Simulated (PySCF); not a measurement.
Cu(OH)₂ (doublet). All numbers come from UPBE0 in PySCF with Cu def2-SVP, O def2-SVP, H def2-SVP; no relativity; density-fitted integrals.

Harmonic bands of its minimum:

| ω (cm⁻¹) | IR (km/mol) |
| --- | --- |
| 112 | 1.1 |
| 191 | 14.9 |
| 527 | 209 |
| 600 | 0.0 |
| 679 | 0.0 |
| 708 | 297 |
| 761 | 24.7 |
| 3879 | 255 |
| 3884 | 0.0 |

The central atom is Cu. Infer the point group and assign the bands.

C2h. The modes span 2au + 4bu + 3ag: 112 au, 191 bu, 527 au, 600 ag, 679 ag, 708 bu, 761 bu, 3879 bu, 3884 ag. The computed geometry has Cu–O 1.748 Å (×2), O–H 0.965 Å (×2); Cu–O–H 116.0° (×2), O–Cu–O 180.0°.

This need not be the most stable arrangement of these atoms. Other spin states or occupations of the open shell can lie lower.
